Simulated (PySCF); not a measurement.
First SCF of a structure search on singlet Tl₂O, at a hand-made bent geometry. PySCF input:

```python
from pyscf import gto, scf, dft
mol = gto.M(atom='''
O      0.000000     0.000000     0.000000
Tl     1.695600     0.000000     1.187300
Tl    -1.695600     0.000000     1.187300''',
    basis={'O': 'def2-TZVP', 'Tl': 'def2-TZVP'},
    ecp={'Tl': 'def2-TZVP'},
    charge=0, spin=0)
mf = dft.RKS(mol, xc='PBE0')
mf.grids.atom_grid = (50, 194)
aux = {'O': 'def2-universal-JKFIT', 'Tl': 'def2-universal-JKFIT'}
mf = mf.density_fit(auxbasis=aux)
mf.conv_tol = 1e-08
mf.diis_space = 10
mf.max_cycle = 60
mf.init_guess = 'minao'
mf.verbose = 4
mf.kernel()
```

Excerpt of the output (cycles and frontier levels):

```
init E= -359.463713281684
  HOMO = -0.916231295995651  LUMO = -0.660874467515466  gap/eV = 6.94861
cycle= 1 E= -419.132050952268  delta_E= -59.7  |g|= 2.27  |ddm|= 13.4
  HOMO = 0.0274775940210925  LUMO = 0.0349248209198706  gap/eV = 0.20265
cycle= 2 E= -411.693048694719  delta_E= 7.44  |g|= 4.83  |ddm|=  7.8
  HOMO = -0.310207681983464  LUMO = -0.103877329855753  gap/eV = 5.61453
cycle= 3 E= -419.38211516276  delta_E= -7.69  |g|= 2.07  |ddm|= 4.91
  HOMO = -0.279529128812168  LUMO = -0.0967061933149592  gap/eV = 4.97487
cycle= 4 E= -420.155629338288  delta_E= -0.774  |g|= 0.611  |ddm|= 1.17
  HOMO = -0.209490243338059  LUMO = -0.0581127356491749  gap/eV = 4.11919
cycle= 5 E= -420.24950775784  delta_E= -0.0939  |g|= 0.178  |ddm|= 0.794
  HOMO = -0.221908873102596  LUMO = -0.0588396421086437  gap/eV = 4.43734
cycle= 6 E= -420.255971909979  delta_E= -0.00646  |g|= 0.0505  |ddm|= 0.137
  HOMO = -0.220907453751317  LUMO = -0.0587609423172459  gap/eV = 4.41223
cycle= 7 E= -420.256148731003  delta_E= -0.000177  |g|= 0.0328  |ddm|= 0.0425
  HOMO = -0.223412333337781  LUMO = -0.0601467753546778  gap/eV = 4.44268
cycle= 8 E= -420.2563374954  delta_E= -0.000189  |g|= 0.0126  |ddm|= 0.0138
  HOMO = -0.224199688582343  LUMO = -0.0603384057918922  gap/eV = 4.45889
cycle= 9 E= -420.256370514624  delta_E= -3.3e-05  |g|= 0.00261  |ddm|= 0.00693
  HOMO = -0.224214697756439  LUMO = -0.0603482781748456  gap/eV = 4.45903
cycle= 10 E= -420.256371626083  delta_E= -1.11e-06  |g|= 0.000509  |ddm|= 0.00191
  HOMO = -0.224258256382453  LUMO = -0.060358057397603  gap/eV = 4.45995
cycle= 11 E= -420.256371666927  delta_E= -4.08e-08  |g|= 0.000255  |ddm|= 0.000489
  HOMO = -0.224244332672026  LUMO = -0.0603545816761466  gap/eV = 4.45967
cycle= 12 E= -420.256371679968  delta_E= -1.3e-08  |g|= 3.51e-05  |ddm|= 0.000144
  HOMO = -0.224241246504965  LUMO = -0.06035357747792  gap/eV = 4.45961
cycle= 13 E= -420.256371680228  delta_E= -2.6e-10  |g|= 1.22e-06  |ddm|= 2.66e-05
  HOMO = -0.224241014266101  LUMO = -0.0603535901200581  gap/eV = 4.45960
Extra cycle  E= -420.256371680227  delta_E= 7.96e-13  |g|= 2.98e-06  |ddm|= 3.04e-06
converged SCF energy = -420.256371680227
```

No lower solution of this spin was found by a stability analysis within the restricted form, which does not test spin polarisation.

Spin–orbit coupling, left out here, can matter for elements this heavy.

The search for the lowest solution, with the stability check, took 6.3 s on 4 threads of a shared Arm Neoverse V1 host, with 131 basis functions; the process peaked at 0.39 GiB. Launch command: `OMP_NUM_THREADS=4 python axn.py task.json out`.
